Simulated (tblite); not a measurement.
Si37H36O2 (nanocrystal Si surface) at step 3 of a GFN2-xTB optimisation (tblite, gas phase), coordinates in Å:

```
  1 Si   -0.621    0.433    0.266
  2 Si    1.983   -2.162    0.232
  3 Si   -0.586   -2.142   -2.365
  4 Si    1.961    0.417   -2.366
  5 Si    0.516   -0.694   -3.783
  6 Si    0.712   -3.536   -1.071
  7 Si   -1.910   -0.915   -1.056
  8 Si    1.920   -2.086   -4.926
  9 Si   -0.616   -4.814    0.262
 10 Si    2.024   -4.795   -2.368
 11 Si   -3.254   -2.170    0.269
 12 Si   -3.232    0.427   -2.364
 13 Si   -0.605    0.441    5.546
 14 Si   -0.634   -2.197    2.883
 15 Si    2.024    0.453    2.882
 16 Si    0.725   -0.897    1.572
 17 Si   -1.926   -3.513    1.554
 18 Si   -1.924   -0.868    4.211
 19 Si   -3.266    0.433    2.873
 20 Si   -4.584   -0.628    1.316
 21 Si   -0.603    5.719    0.283
 22 Si    2.018    3.060    0.280
 23 Si   -0.620    3.039   -2.393
 24 Si    0.731    1.761   -1.051
 25 Si   -1.662    1.478   -3.687
 26 Si   -1.921    4.382   -1.047
 27 Si   -3.273    3.045    0.262
 28 Si   -4.584    1.492   -0.806
 29 Si   -0.591    3.076    2.904
 30 Si    0.718    4.396    1.583
 31 Si    0.704    1.746    4.222
 32 Si   -1.910    1.773    1.599
 33 Si    4.650    0.440    0.267
 34 Si    4.629   -2.191   -2.362
 35 Si    3.293   -3.460   -3.668
 36 Si    3.354   -0.877   -1.071
 37 Si    3.352    1.747    1.565
 38 O    -0.587    0.409   -4.219
 39 O    -5.147    0.439    0.263
 40 H     2.814   -2.983    1.105
 41 H    -1.456   -3.016   -3.155
 42 H     2.847    1.292   -3.158
 43 H     1.222   -3.015   -5.804
 44 H     2.848   -1.383   -5.803
 45 H    -1.442   -5.671   -0.577
 46 H     0.231   -5.669    1.093
 47 H     1.170   -5.667   -3.174
 48 H     2.843   -5.643   -1.504
 49 H    -4.056   -3.026   -0.598
 50 H    -4.085   -0.428   -3.200
 51 H     0.224   -0.397    6.401
 52 H    -1.433    1.283    6.404
 53 H     0.237   -3.003    3.718
 54 H     2.833   -0.419    3.714
 55 H    -2.765   -4.319    2.416
 56 H    -2.770   -1.712    5.040
 57 H    -4.059    1.304    3.746
 58 H    -5.478   -1.442    2.151
 59 H     0.233    6.581   -0.555
 60 H    -1.435    6.580    1.115
 61 H     2.829    3.892   -0.594
 62 H     0.239    3.914   -3.178
 63 H    -2.464    2.282   -4.616
 64 H    -2.762    5.225   -1.882
 65 H    -4.056    3.920    1.124
 66 H    -5.485    2.314   -1.614
 67 H    -1.457    3.900    3.722
 68 H     1.568    5.197    2.439
 69 H     1.561    2.604    5.031
 70 H     5.497   -0.398    1.094
 71 H     5.502    1.271   -0.575
 72 H     5.496   -1.335   -3.170
 73 H     5.480   -3.010   -1.502
 74 H     4.119   -4.280   -4.564
 75 H     4.149    2.599    2.417
```

What are the forces on the atoms (eV/Å)?


```
  1 Si    0.16    0.02   -0.03
  2 Si    0.39   -0.41   -0.30
  3 Si    0.42   -0.37   -0.59
  4 Si    0.24   -0.14   -0.56
  5 Si    1.19   -1.20    0.41
  6 Si   -0.15   -0.10   -0.14
  7 Si   -0.29    0.03   -0.03
  8 Si    0.18   -0.14   -0.57
  9 Si    0.07   -0.59   -0.04
 10 Si    0.16   -0.69   -0.23
 11 Si   -0.56   -0.34    0.06
 12 Si   -0.28   -0.10   -0.26
 13 Si   -0.20    0.00    0.58
 14 Si    0.03   -0.26    0.22
 15 Si    0.21    0.03    0.29
 16 Si   -0.09   -0.01    0.36
 17 Si   -0.32   -0.26    0.15
 18 Si   -0.30   -0.08    0.30
 19 Si   -0.51    0.09    0.25
 20 Si    0.52   -1.45    1.49
 21 Si   -0.12    0.50   -0.18
 22 Si    0.47    0.45    0.12
 23 Si    0.04    0.17   -0.29
 24 Si   -0.11    0.16   -0.07
 25 Si   -1.47    1.20    0.50
 26 Si   -0.21    0.07   -0.17
 27 Si   -0.31    0.23   -0.03
 28 Si    0.79    1.31   -1.56
 29 Si    0.14    0.42    0.38
 30 Si    0.11    0.44    0.14
 31 Si    0.34    0.15    0.48
 32 Si   -0.19    0.12    0.12
 33 Si    0.53    0.01   -0.19
 34 Si    0.61   -0.15   -0.24
 35 Si    0.07    0.00   -0.59
 36 Si    0.14    0.08   -0.07
 37 Si    0.41    0.12    0.17
 38 O    -0.17    0.06   -0.76
 39 O    -0.96    0.02   -0.14
 40 H     0.11   -0.10    0.19
 41 H    -0.15   -0.12   -0.09
 42 H     0.00    0.10    0.01
 43 H    -0.27   -0.12   -0.20
 44 H     0.09    0.25   -0.18
 45 H    -0.05   -0.19   -0.11
 46 H     0.01   -0.11   -0.01
 47 H    -0.07   -0.10   -0.01
 48 H     0.02   -0.07    0.07
 49 H    -0.17   -0.17   -0.17
 50 H    -0.12   -0.15   -0.12
 51 H     0.04   -0.07    0.36
 52 H     0.01   -0.04    0.27
 53 H     0.18   -0.19    0.25
 54 H     0.20   -0.18    0.27
 55 H    -0.28   -0.24    0.29
 56 H    -0.21   -0.22    0.24
 57 H    -0.08    0.14    0.11
 58 H    -0.75    0.28   -0.31
 59 H    -0.04    0.29   -0.02
 60 H    -0.03    0.29   -0.02
 61 H     0.18    0.25   -0.14
 62 H     0.19    0.25   -0.19
 63 H     0.29   -0.34   -0.70
 64 H    -0.21    0.25   -0.25
 65 H    -0.18    0.22    0.22
 66 H    -0.79   -0.29    0.20
 67 H    -0.22    0.28    0.27
 68 H     0.28    0.33    0.27
 69 H     0.17    0.18    0.22
 70 H     0.27   -0.15    0.08
 71 H     0.19    0.00   -0.06
 72 H     0.10    0.05   -0.01
 73 H     0.07   -0.04    0.06
 74 H    -0.03    0.00   -0.10
 75 H     0.28    0.32    0.33
```
